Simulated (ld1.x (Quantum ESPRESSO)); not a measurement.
# palladium (Pd): excitation energies, all-electron against TM

- Element: Pd
- Generator: ld1.x (Quantum ESPRESSO) 7.5
- Type: norm-conserving Troullier–Martins (Kleinman–Bylander form)
- Functional: LDA (PZ)
- Relativity: scalar-relativistic
- Frozen core: [Ar] 3d10
- Valence charge: 18
- Reference configuration: 4s2 4p6 4d9 5s0 5p0 (charge +1)
- Partial waves: 4s (bound): rc 1.70 bohr; 4p (bound): rc 1.25 bohr; 4d (bound): rc 1.20 bohr
- Local potential: the d channel
- Core correction: Bessel-smoothed model core inside 0.95 bohr

Energies are relative to the spin-unpolarised reference configuration 4s2 4p6 4d9 5s0 5p0; without spin polarisation the order of configurations can differ from experiment. Spin-polarised rows fill each open shell by Hund’s rule, majority spin first.

```json
{"valence configuration": "4s2 4p6 4d10 5s0 5p0", "charge": "0", "ΔE all-electron (eV)": "-9.389", "error AE − PS (meV)": "+0.1"}
{"valence configuration": "4s2 4p6 4d8 5s0 5p0", "charge": "+2", "ΔE all-electron (eV)": "21.081", "error AE − PS (meV)": "+0.1"}
{"valence configuration": "4s2 4p6 4d7 5s0 5p0", "charge": "+3", "ΔE all-electron (eV)": "55.676", "error AE − PS (meV)": "+5.0"}
{"valence configuration": "4s2 4p6 4d9.5 5s0 5p0", "charge": "+0.5", "ΔE all-electron (eV)": "-6.019", "error AE − PS (meV)": "+0.2"}
{"valence configuration": "4s2 4p5 4d10 5s0 5p0", "charge": "+1", "ΔE all-electron (eV)": "47.951", "error AE − PS (meV)": "-36"}
{"valence configuration": "4s2 4p6 4d9 5s0 5p1", "charge": "0", "ΔE all-electron (eV)": "-4.071", "error AE − PS (meV)": "+9.9"}
{"valence configuration": "4s2 4p6 4d8 5s0 5p0 (spin-polarised)", "charge": "+2", "ΔE all-electron (eV)": "20.446", "error AE − PS (meV)": "+29"}
```

(1) What are ΔE and the potential's error for 4s2 4p6 4d9 5s0 5p0 (spin-polarised)?

(2) What are ΔE and the potential's error for 4s2 4p6 4d6 5s0 5p0?

Results:

(1) ΔE = -0.144 eV all-electron; the error (AE − PS) is +6.2 meV.

(2) ΔE = 105.229 eV all-electron; the error (AE − PS) is +25 meV.

These tests converged, but a pseudo level misses the all-electron one widely, so the file describes the atom poorly there or has found another state: 4s2 4p6 4d6 5s0 5p0: empty 5s by 4.3 eV.
